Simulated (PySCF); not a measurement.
GaH, SMILES [GaH] (connectivity only; charge and spin as stated), neutral, multiplicity 1.

Geometry optimised at B3LYP-D3(BJ)/def2-TZVPD.

Calculation: HF/def2-TZVPD in PySCF.

Isolated molecule, no solvent.

Computed frontier levels, gap, dipole moment and polarisability:
```json
{
  "highest_occupied_level": "-8.05 eV",
  "lowest_empty_level": "0.92 eV",
  "orbital_gap": "8.97 eV",
  "dipole_moment": "0.20 D",
  "quadrupole, principal values (traceless, Buckingham form, about the centre of nuclear charge)": "-8.13, 4.06, 4.06 D·Å",
  "mean_static_polarisability": "43.9 bohr³ (6.50 Å³)",
  "polarisability_principal_values": "40.7, 40.7, 50.2 bohr³"
}
```
